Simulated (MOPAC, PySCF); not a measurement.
C4H3N, SMILES `C(#C)NC#C`, neutral singlet in the gas phase. 

Cartesian coordinates (Å):
SMILES: C#CNC#C
```xyz
8

C      1.7240    -0.1994     1.7853
C      0.7093    -0.3785     1.1711
N     -0.4306    -0.5882     0.4887
C     -0.8446     0.1936    -0.5245
C     -1.2219     0.8851    -1.4292
H      2.6222    -0.0377     2.3265
H     -1.0062    -1.3740     0.7510
H     -1.5523     1.4991    -2.2289
```
Charge 0, multiplicity 1.

All levels are single points at this geometry (B3LYP-D3(BJ)/def2-TZVP); Pople sets use spherical d functions. Orbital energies aren't observables, and empty levels follow the basis.

| level | HOMO (eV) | LUMO (eV) | gap (eV) | dipole (D) | vertical IE, Delta-SCF (eV) |
|---|---|---|---|---|---|
| B3LYP-D3(BJ)/def2-TZVP in PySCF | -6.25 | 0.02 | 6.27 | 1.17 | 8.50 |
| M06-2X/def2-TZVP in PySCF | -7.62 | 1.09 | 8.71 | 1.10 | 8.80 |
| BP86/6-31G* in PySCF | -4.96 | -0.16 | 4.80 | 1.21 | – |
| M06-2X/6-31G* in PySCF | -7.23 | 1.96 | 9.18 | 1.12 | – |
| PBE/6-31G* in PySCF | -4.86 | -0.08 | 4.78 | 1.21 | 8.03 |
| SVWN5/6-31G* in PySCF | -4.99 | -0.26 | 4.73 | 1.23 | 8.24 |
| HF/3-21G in PySCF | -8.84 | 5.30 | 14.14 | 1.08 | – |
| HF/6-31G* in PySCF | -8.80 | 5.06 | 13.87 | 1.06 | – |
| HF/STO-3G in PySCF | -6.87 | 9.77 | 16.63 | 0.86 | – |
| AM1 in MOPAC | -8.89 | 1.30 | 10.19 | 0.82 | – |
| PM3 in MOPAC | -8.29 | 1.10 | 9.39 | 0.76 | – |
| PM6 in MOPAC | -8.81 | 1.00 | 9.81 | 1.22 | – |
| PM7 in MOPAC | -8.86 | 1.01 | 9.87 | 1.23 | – |
